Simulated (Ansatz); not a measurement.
The cluster Al₃S₃⁺, relaxed as a singlet with RKS r2SCAN-D4/def2-SVP in Ansatz, starting from the GFN2-xTB geometry. Force threshold 0.02 eV/Å.

The restricted singlet is unstable towards broken spin symmetry at other levels; at r2SCAN-D4/def2-SVP this wasn't settled. At PBE0-D4/def2-TZVP a triplet of charge 1 lies 0.16 eV below the restricted singlet at the same geometry. The structure comes from a short search, and lower isomers may exist.

Start:

Cartesian coordinates in Å:
```
Al 0.077 -0.578 0.634
Al -2.275 0.545 -0.518
Al 2.106 0.729 -0.882
S 2.243 -0.781 0.797
S -2.010 -0.973 1.136
S -0.141 1.058 -1.166
```

(1) Estimate the energy that the relaxation releases and the steps that it takes.

(2) Does the start keep its bonding and symmetry?

(3) Predict the relaxed structure.

Answers

(1) 2.5 kcal/mol, in 6 steps; 12 s on 4 threads of Arm Neoverse V1 on a shared host. No frequencies were taken in this run, so the end may be a saddle point.

(2) By distances, no bond broke or formed. The bond that changes most is Al1–S6, from 2.44 to 2.36 Å (atoms count from 1). Point group C2v at the start, C2v at the end, both within 0.05 Å.

(3) 
```xyz
6

Al    0.065   -0.485    0.534
Al   -2.304    0.493   -0.466
Al    2.148    0.685   -0.831
S     2.175   -0.803    0.816
S    -1.937   -0.983    1.150
S    -0.146    1.093   -1.204
```
Bond lengths (bridged metal pairs left out): 7 × Al–S 2.15 to 2.36 Å.
